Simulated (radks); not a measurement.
Values are calculated unless marked as measured or tabulated.
Task: These are the eigenvalues of the occupied orbitals of an atom or ion with whole-number occupations (hartree). Level of theory: Dirac Kohn-Sham, PBE, spin-unpolarised, spherical densities, finite nucleus; Fermi nuclear charge, rms radius of each element as measured or else 0.836 A^(1/3) + 0.57 fm (a radial shooting solver on a logarithmic mesh with Libxc functionals).

orbital  eigenvalue
1s1/2     -2878.330
2s1/2     -506.8388
2p1/2     -485.9909
2p3/2     -422.4571
3s1/2     -120.4779
3p1/2     -111.0878
3p3/2     -97.12127
3d3/2     -81.43549
3d5/2     -78.42486
4s1/2     -27.35651
4p1/2     -23.36625
4p3/2     -20.03994
4d3/2     -13.49271
4d5/2     -12.87399
5s1/2      -5.57882
4f5/2      -4.51044
4f7/2      -4.38328
5p1/2      -4.29347
5p3/2      -3.72721
5d3/2      -1.96685
5d5/2      -1.90153

Which element is it, and in what charge state? The configuration may be excited. Open shells, if any, fill j = l - 1/2 first.

Result: Z = 78, platinum, charge +4: Pt4+ in [Xe] 4f14 5d6. The list shows which subshells hold electrons but not how many an open one holds; the 1s level, -2878.3 hartree, gives Z - s = 75.9 by -(Z - s)^2/2, which with screening and relativity narrows Z to a few neighbours, and the depths of the outer levels then fix element, charge and occupations together.
